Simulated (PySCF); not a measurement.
Work out the structure from these simulated measurements.

Formula: C3H8FP2Si; charge +1.

- 13C NMR: chemical shifts (computed TMS as zero) by class: 171.8 (1 C), 103.8 (1 C), 19.4 (1 C) ppm [GIAO PBE0/pcSseg-1]
- UV, first state: lowest singlet excitation: 5.64 eV (220 nm, f = 0.010) [TDDFT CAM-B3LYP/def2-SVPD]
- 1H NMR: chemical shifts (computed TMS as zero) by class: 5.64 (1 H), 4.82 (3 H), 3.95 (2 H), 2.80 (1 H), 2.69 (1 H) ppm [GIAO PBE0/pcSseg-1]
- Triplet: lowest triplet excitation (Tamm–Dancoff): 4.82 eV [TDA CAM-B3LYP/def2-SVPD]
- UV, strongest line: among the 8 lowest singlet transitions: S5 at 6.65 eV (187 nm, f = 0.267) [TDDFT CAM-B3LYP/def2-SVPD]
- NMR, other nuclei: isotropic shieldings of nuclei other than C and H, by class: 263 (1 F), 427 (1 Si), 458 (1 P), 502 (1 P) ppm [GIAO PBE0/pcSseg-1]
- Polarisability: 104.4 au [CAM-B3LYP/def2-SVPD]
- Rotational structure: rotational constants A, B, C: 1.732, 0.886, 0.622 GHz [GFN2-xTB]

The electronic properties come from PySCF, for the isolated species, density fitting. Levels stand in brackets. One conformer (not necessarily the lowest) at the GFN2-xTB geometry, without solvent, vibrations or thermal averaging. GFN2-xTB frequencies show an imaginary mode (28i cm⁻¹), so this geometry is no minimum at that level. NMR values are class means; diastereotopic atoms form classes of their own.

Problem. Propose a structure and show how it fits.

Solution. Numbering: `[F:1][C:2]1=[C:3]([SiH3:4])[P@H+:5]1[CH2:6][PH2:7]`. 3 carbons fall into 3 classes; from least to most shielded: vinylic C–F carbon [C2] (171.8 ppm), fully substituted alkene carbon [C3] (103.8 ppm), chain sp3 carbon bound to phosphorus [C6] (19.4 ppm). Hydrogen classes from least to most shielded: 1 H on a phosphonium phosphorus, P5 (5.64 ppm), 3 H on an SiH3 silicon, Si4 (4.82 ppm), 2 H on a phosphine phosphorus, P7 (3.95 ppm, a mean of values up to 0.5 ppm apart in this geometry), 1 H on an sp3 carbon bound to phosphorus, C6 (2.80 ppm), 1 H on an sp3 carbon bound to phosphorus, C6 (2.69 ppm). The other shieldings belong to: 263 ppm, vinyl fluorine [F1]; 427 ppm, SiH3 silicon [Si4]; 458 ppm, phosphonium phosphorus [P5]; 502 ppm, phosphine phosphorus [P7]. S1 is mainly HOMO→LUMO (weight 0.95); the largest Löwdin shares of the orbital it empties are 0.67 on the phosphine phosphorus, 0.12 on the sp3 carbon bound to phosphorus and 0.08 on each of 2 atoms of one kind (P–H hydrogen), of the orbital it fills 0.39 on the phosphonium phosphorus, 0.17 on the vinylic C–F carbon, 0.09 on a P–H hydrogen and 0.08 on the fully substituted alkene carbon. The optimised geometry has point group C1 and is an asymmetric top. Structure: `FC1=C([SiH3])[P@H+]1CP`. The assignments are read from this structure; whether some other isomer fits the data as well wasn't checked. The mirror image fits equally.

Shape of the structure used: `[F:1][C:2]1=[C:3]([SiH3:4])[P@H+:5]1[CH2:6][PH2:7]`: C3–P5–C6–P7 -77°, H–P7–C6–P5 -175°, H–P7–C6–P5 91°.
